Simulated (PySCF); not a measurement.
# Partial charges of `O[SiH2]N1CC[C@H](C2CC2)C1`

Species: C7H15NOSi.
Cartesian coordinates in Å at the PBE0-D3(BJ)/def2-SVP level; atoms count from 1:
```xyz
25
C7H15NOSi angstrom
O      3.7819    0.7225   -1.2380
Si     3.2492   -0.5747   -0.3311
N      1.5951   -0.4024    0.1163
C      1.0324   -0.4323    1.4495
C     -0.0330    0.6575    1.3913
C     -0.6205    0.5077   -0.0242
C     -1.8891   -0.3098   -0.0440
C     -2.8485   -0.1957   -1.1908
C     -3.2214    0.3451    0.1600
C      0.5190   -0.1703   -0.8328
H      3.6706    1.5836   -0.8238
H      3.5186   -1.7244   -1.2391
H      3.9815   -0.7274    0.9637
H      0.5656   -1.4124    1.6818
H      1.8033   -0.2543    2.2150
H      0.4536    1.6396    1.4992
H     -0.8017    0.5708    2.1736
H     -0.8507    1.4988   -0.4475
H     -1.7784   -1.3139    0.3842
H     -2.6120    0.5243   -1.9801
H     -3.3485   -1.0996   -1.5479
H     -3.9821   -0.1811    0.7424
H     -3.2368    1.4320    0.2863
H      0.8700    0.4556   -1.6692
H      0.1415   -1.1138   -1.2737
```

Density: PBE0/pcSseg-1 (PySCF); schemes: Mulliken, IAO, Hirshfeld and ESP-fitted. Isolated species at its PBE0-D3(BJ)/def2-SVP geometry (one conformer only).

**Question.** At which atom do the 4 schemes differ most?

**Answer.** At N3: from -0.840 (Mulliken) to -0.180 e (Hirshfeld), 0.660 e apart.

**Question.** For which atoms does the sign change between the 4 schemes (beyond +0.03 e in one, beyond −0.03 e in another)?

**Answer.** C4, C7 and C10. Atomic charges aren't observables, and each scheme defines them in its own way.

**Question.** Tabulate the Mulliken, IAO, Hirshfeld and ESP-fitted charges.

**Answer.** In e:

```csv
atom,environment,Mulliken,IAO,Hirshfeld,ESP-fitted
O1,silanol oxygen,-0.569,-0.787,-0.318,-0.686
Si2,oxygen-bound silicon,+0.931,+1.064,+0.406,+0.684
N3,silicon-bound nitrogen,-0.840,-0.529,-0.180,-0.338
C4,sp3 carbon bound to nitrogen,+0.040,-0.137,-0.025,-0.103
C5,ring CH2 carbon,-0.131,-0.262,-0.075,-0.111
C6,sp3 CH carbon,-0.341,-0.108,-0.020,-0.343
C7,three-membered-ring carbon,-0.254,-0.129,-0.041,+0.118
C8,three-membered-ring carbon,-0.189,-0.292,-0.091,-0.337
C9,three-membered-ring carbon,-0.186,-0.292,-0.092,-0.310
C10,sp3 carbon bound to nitrogen,+0.161,-0.154,-0.025,+0.158
H11,hydroxyl hydrogen,+0.243,+0.354,+0.167,+0.414
H12,Si–H hydrogen,-0.144,-0.159,-0.087,-0.126
H13,Si–H hydrogen,-0.161,-0.166,-0.090,-0.158
H14,methylene hydrogen,+0.109,+0.110,+0.027,+0.062
H15,methylene hydrogen,+0.122,+0.138,+0.042,+0.099
H16,methylene hydrogen,+0.112,+0.130,+0.034,+0.076
H17,methylene hydrogen,+0.122,+0.135,+0.040,+0.063
H18,methine hydrogen,+0.105,+0.126,+0.037,+0.170
H19,methine hydrogen,+0.116,+0.132,+0.041,+0.107
H20,methylene hydrogen,+0.127,+0.141,+0.045,+0.135
H21,methylene hydrogen,+0.132,+0.146,+0.046,+0.132
H22,methylene hydrogen,+0.131,+0.146,+0.046,+0.125
H23,methylene hydrogen,+0.127,+0.140,+0.044,+0.131
H24,methylene hydrogen,+0.118,+0.136,+0.039,+0.044
H25,methylene hydrogen,+0.120,+0.119,+0.029,-0.008
```

Mean size of the charges over all atoms: IAO 0.241 e, Mulliken 0.225 e, ESP-fitted 0.201 e, Hirshfeld 0.084 e. Each set sums to the total charge, 0, to within 0.001 e. The Hirshfeld scheme divides the density at each point in proportion to the densities of the neutral, spherically averaged free atoms. The ESP scheme fits charges at the nuclei, held to the total charge, to the electrostatic potential on points at 1.4 to 2.0 times the van der Waals radii.

**Question.** How many electrons does the IAO scheme count on O1?

**Answer.** Z − q = 8 − (-0.787) = 8.787.

**Question.** Sum the charges by element, for elements with more than one atom.

**Answer.** 
```json
{"element": "C", "atoms": "7", "Mulliken": "-0.900", "IAO": "-1.375", "Hirshfeld": "-0.369", "ESP-fitted": "-0.928"}
{"element": "H", "atoms": "15", "Mulliken": "+1.378", "IAO": "+1.627", "Hirshfeld": "+0.461", "ESP-fitted": "+1.268"}
```
